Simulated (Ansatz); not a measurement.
## HBr ··· H2Te

The pair of HBr (SMILES Br, atoms 1–2) and H2Te (SMILES [TeH2], atoms 3–5), both closed shells, in one local arrangement (a lower one may exist), relaxed at PBE0-D4/def2-TZVP:

```
5
angstrom
Br 0.0389 -0.1577 -2.7773
H -0.2528 -0.0718 -1.3651
Te -0.6969 0.0889 1.2614
H 0.4847 1.2434 1.3739
H 0.4260 -1.1028 1.5070
```

Program: Ansatz 0.2.0. Basis: def2-TZVPPD, with def2-QZVPPD for the basis limit. Cores are frozen in the correlated methods. Filled d shells of the heavier atoms are correlated. Core potentials replace the inner electrons of the atoms past krypton. The def2 sets are not built for correlating such inner shells, so the correlated values are less sure here. B3LYP uses VWN-RPA correlation. Extrapolation: Hartree–Fock as exp(−7.88 √X), correlation as X^−2.97. Interaction energies count from these two fragments, frozen as in the pair, with the counterpoise correction; negative means bound.

(1) What is the interaction energy by CCSD(T) at an estimated basis limit (MP2 extrapolated from triple and quadruple zeta, plus CCSD(T) − MP2 in triple zeta)? (An estimate is asked for; the value comes from the calculation.)

(2) Which atoms make the shortest contact between the fragments?

T1 diagnostic: at most 0.011.

## Answers

(1) The calculation gives: -11.8 kJ/mol. Hartree–Fock alone gives 3.7 kJ/mol at the basis limit, so without correlation the pair would not bind at this distance. It counts from the two fragments frozen as in the pair.

The same quantity by other methods in triple zeta, and each one's difference from that estimate:
```tsv
method	E_int (kJ/mol)	difference
PBE-D4	-19.8	-8.0
revPBE-D4	-17.1	-5.3
BLYP-D4	-16.4	-4.6
r2SCAN-D4	-15.4	-3.6
B97M-V	-12.7	-0.9
PBE0-D4	-17.0	-5.2
B3LYP-D4	-15.2	-3.4
HSE06-D4	-17.3	-5.5
wB97X-V	-11.1	0.7
wB97M-V	-10.9	0.9
B2PLYP	-9.2	2.6
HF	3.5	15.3
MP2	-12.1	-0.3
CCSD	-6.3	5.5
CCSD(T)	-8.4	3.4
```
Differences are method less estimate.

(2) H2 and Te3, 2.67 Å apart.

Energy to bend the free fragments (PBE0-D4 minima) into their shapes in the pair, CCSD(T)/def2-TZVPPD: HBr 1.0 kJ/mol; H2Te 0.0 kJ/mol. This must be added to the interaction energy to get the binding energy from relaxed fragments.

Basis-set superposition shift (counterpoise-corrected less uncorrected): CCSD(T) 4.4; MP2 4.5; HF 0.4; PBE0-D4 0.5; wB97M-V 0.5 kJ/mol.

For scale, one of the runs: CCSD(T)/def2-TZVPPD, 167 basis functions, launched by `ansatz run in.yaml --threads 4 --pin off --events-out ev --progress --plain --max-ram 9574MiB`. Time: 43 s of wall clock on 4 CPU threads of an Arm Neoverse V1; the host was shared. Peak host memory: 1.5 GiB.
